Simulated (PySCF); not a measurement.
C₃H₄ClNSi, SMILES C1=CN=C[Si@@H]1Cl.

Geometry: PBE0-D3(BJ)/def2-SVP. The structure was generated by enumeration; whether it is a known compound was not checked.

Two levels are set side by side: TDA-PBE/def2-SVPD (PySCF) and TDA-M06-2X/def2-SVPD (PySCF). Vertical, same geometry. The lowest singlet is HOMO→LUMO 99 % with PBE and HOMO→LUMO 76 %, HOMO−1→LUMO 19 % with the other functional; states are paired by order. Differences are taken from unrounded values.

| quantity | TDA-PBE |
|---|---|
| lowest singlet excitation (eV) | 2.81 |
| lowest triplet excitation (TDA) (eV) | 2.31 |

These are the TDA-PBE values. What does TDA-M06-2X give? (An estimate is asked for; the answer gives what the named calculation found.)


```tsv
quantity	TDA-M06-2X	TDA-PBE minus TDA-M06-2X
lowest singlet excitation (eV)	3.28	-0.48
lowest triplet excitation (TDA) (eV)	2.77	-0.46
```

Functionals without exact exchange tend to place singlet excitations lower, as here. Differences between two approximate levels are no errors against the true value.

Rough cost on one machine, each run with all the roots and properties that it gave: TDA-M06-2X against TDA-PBE about 10 times.
